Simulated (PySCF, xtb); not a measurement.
C4H7O2, SMILES CC(=O)O[CH]C, multiplicity 2. Other conformers were not sampled.

Harmonic wavenumbers (cm⁻¹) from GFN2-xTB in xtb 6.7.1 at its own minimum, in rising order: 23, 59, 98, 174, 185, 370, 408, 466, 549, 625, 875, 965, 997, 1001, 1009, 1134, 1157, 1188, 1319, 1371, 1390, 1443, 1444, 1452, 1467, 1733, 2933, 2968, 3011, 3049, 3053, 3065, 3109.

What does r2SCAN-D4/def2-SVP (PySCF) give at its own minimum? (Estimate from the structure and the level; the computed values follow.)

40, 85, 127, 187, 212, 377, 412, 444, 584, 651, 856, 967, 986, 1011, 1030, 1145, 1186, 1237, 1344, 1369, 1413, 1434, 1437, 1443, 1455, 1844, 2969, 3054, 3067, 3145, 3146, 3198, 3226. Paired by order, the mean absolute difference is 36 cm⁻¹ and the zero-point energies are 63.0 and 64.4 kcal/mol.
